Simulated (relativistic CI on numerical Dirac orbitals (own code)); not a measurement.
## Calculated levels, Er LXIII

These numbers are calculated, not measured: Dirac-Coulomb-Breit CI, KLI orbitals optimised for each configuration, a model potential for QED, unscaled Slater integrals (own radial code, finite nucleus).

Configurations in the expansion (outside the closed core 1s2): 2s2 2p2, 2s 2p3, 2p4, 2p3 3s, 2p3 3p, 2p3 3d, 2s2 2p 3s, 2s2 2p 3p, 2s2 2p 3d, 2s 2p2 3s, 2s 2p2 3p, 2s 2p2 3d, 2s2 2p 4s, 2s2 2p 4p, 2s2 2p 4d, 2s2 2p 4f. Levels of other configurations are missing.

| No. | Configuration | Term | J | E (eV) | % | Landé g | Lifetime (s) |
| --- | --- | --- | --- | --- | --- | --- | --- |
| 41 | 2s2 2p 3s | 3P° | 2 | 9531.7 | 98 | 1.474 | 8.14e-15 |
| 42 | 2s2 2p 3s | 1P° | 1 | 9540.0 | 66 | 1.130 | 4.28e-15 |
| 43 | 2s2 2p 3p | 3P | 1 | 9626.1 | 50 | 1.454 | 1.60e-13 |
| 44 | 2s2 2p 3p | 3D | 2 | 9628.3 | 46 | 1.152 | 2.03e-13 |
| 45 | 2s 2p2(3P)<4P> 3s | 5P | 2 | 9700.3 | 84 | 1.727 | 9.61e-15 |
| 46 | 2s 2p2(3P)<4P> 3s | 3P | 1 | 9726.6 | 66 | 1.552 | 4.78e-15 |
| 47 | 2s 2p2(1D)<2D> 3s | 3D | 3 | 9737.6 | 61 | 1.427 | 8.72e-15 |
| 48 | 2s 2p2(3P)<4P> 3s | 3P | 2 | 9762.0 | 38 | 1.218 | 4.90e-15 |
| 49 | 2s 2p2(3P)<4P> 3p | 5P° | 1 | 9781.6 | 39 | 1.868 | 7.83e-15 |
| 50 | 2s 2p2(3P)<4P> 3p | 5D° | 2 | 9792.2 | 46 | 1.339 | 4.08e-15 |
| 51 | 2s 2p2(3P)<2P> 3s | 3P | 0 | 9811.0 | 98 |  | 4.37e-15 |
| 52 | 2s 2p2(3P)<2P> 3s | 1P | 1 | 9812.1 | 44 | 0.920 | 4.58e-15 |
| 53 | 2s 2p2(3P)<2P> 3s | 3P | 1 | 9817.6 | 71 | 1.407 | 1.01e-14 |
| 54 | 2s 2p2(1D)<2D> 3s | 1D | 2 | 9820.8 | 39 | 1.197 | 8.84e-15 |
| 55 | 2s 2p2(3P)<4P> 3p | 3D° | 3 | 9822.4 | 33 | 1.211 | 2.77e-15 |
| 56 | 2s 2p2(1D)<2D> 3p | 3P° | 2 | 9856.8 | 42 | 1.470 | 4.60e-15 |
| 57 | 2s 2p2(3P)<2P> 3p | 3P° | 0 | 9886.1 | 49 |  | 2.66e-15 |
| 58 | 2s 2p2(3P)<2P> 3p | 3D° | 1 | 9887.2 | 60 | 0.885 | 2.86e-15 |
| 59 | 2s 2p2(1D)<2D> 3p | 3F° | 2 | 9890.0 | 45 | 0.904 | 4.06e-15 |
| 60 | 2s2 2p 3p | 3D | 3 | 9899.7 | 98 | 1.314 | 1.22e-13 |
| 61 | 2s2 2p 3p | 1P | 1 | 9900.6 | 52 | 1.327 | 6.34e-14 |
| 62 | 2s2 2p 3p | 3P | 2 | 9928.3 | 63 | 1.304 | 9.52e-14 |
| 63 | 2s 2p2(1D)<2D> 3p | 3D° | 1 | 9933.6 | 29 | 1.119 | 4.51e-15 |
| 64 | 2s2 2p 3p | 1S | 0 | 9953.0 | 66 |  | 8.39e-14 |
| 65 | 2s2 2p 3d | 3D° | 2 | 9981.9 | 48 | 1.019 | 9.56e-16 |
| 66 | 2s2 2p 3d | 3F° | 3 | 9989.7 | 53 | 1.073 | 1.01e-15 |
| 67 | 2s2 2p 3d | 3P° | 1 | 9993.3 | 56 | 1.077 | 7.90e-16 |
| 68 | 2s2 2p 3d | 3P° | 0 | 9996.5 | 98 |  | 1.03e-15 |
| 69 | 2s2 2p 3d | 3F° | 4 | 10046.1 | 96 | 1.233 | 6.78e-12 |
| 70 | 2s2 2p 3d | 3P° | 2 | 10058.4 | 44 | 1.231 | 1.22e-15 |

Energies count from the lowest computed level; ° marks odd parity; lifetimes are radiative, by E1, M1, E2, M2 decay to levels of this space only. Percentages are summed over parent terms; the parents shown are those of the largest component, closed shells are left out there, and <> holds an intermediate term.

The mean weight of the leading LS term, summed over parents, in these 30 levels is 59 %, and that of the leading jj configuration (from the same eigenvectors) 98 %, so jj coupling describes them better and the LS labels are nominal.

At this charge energies of transitions that change n are usually good to better than 1 %, and those within a shell (Δn = 0) to a few per cent.

LS names give the leading component of a level, which can be under half, so a name can repeat, a term be missing and a line seem to break the LS rules.
